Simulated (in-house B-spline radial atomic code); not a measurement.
**How G0W0 and RPA depend on the start: neutral arsenic**

Configuration [Ar] 3d10 4s2 4p3, highest spin. Computed with an all-electron radial atomic-structure program (B-spline basis): all electrons, scalar-relativistic (spin-free one-electron X2C), finite nucleus, each spin shell either full or empty, empty states to l = 9 with an (l + 1/2)⁻⁴ tail; G0W0 by contour deformation at full frequency.

```csv
start,mean-field 4p up (eV),G0W0 (eV),QP weight,RPA correlation (Eh)
Hartree-Fock,-10.042,?,?,?
LDA VWN5,-5.962,-9.653,0.799,-2.4289
PBE,-5.919,-9.638,0.784,-2.4233
PBE0,-7.097,-9.964,0.880,-2.3552
r2SCAN,-6.309,-9.820,0.855,-2.3809
HSE06,-6.672,-9.870,0.855,-2.3632
B3LYP (VWN-RPA),-6.700,-9.879,0.861,-2.371
SCAN,-6.311,-9.791,0.855,-2.3798
TPSS,-6.028,-9.697,0.805,-2.4099
BHandHLYP,-7.953,-10.095,0.913,-2.2956
CAM-B3LYP,-8.230,-10.130,0.917,-2.3381
LC-wPBE,-9.768,-10.261,0.941,-2.3327
wB97X,-9.208,?,?,?
PBEsol,-5.908,-9.650,0.791,-2.4251
BLYP,-5.600,-9.532,0.751,-2.4262
r2SCAN0,-7.367,-10.008,0.899,-2.328
LDA exchange-only,-5.220,-9.502,0.687,-2.4284
```

(1) What G0W0 level, weight and RPA correlation energy follow from the Hartree-Fock start?

(2) What G0W0 level, weight and RPA correlation energy follow from the wB97X start?

(3) How much of the dependence on the start does G0W0 remove?

Answers

(1) G0W0 level -10.369 eV, weight 0.947, RPA correlation -2.185 hartree.

(2) G0W0 level -10.239 eV, weight 0.936, RPA correlation -2.3199 hartree.

(3) The mean-field levels span 4.82 eV and the G0W0 levels 0.867 eV. Against 9.789 eV (NIST, measured) the G0W0 removal energies are off by -0.29 to +0.58 eV, with spin-orbit coupling, Breit and QED terms left out.
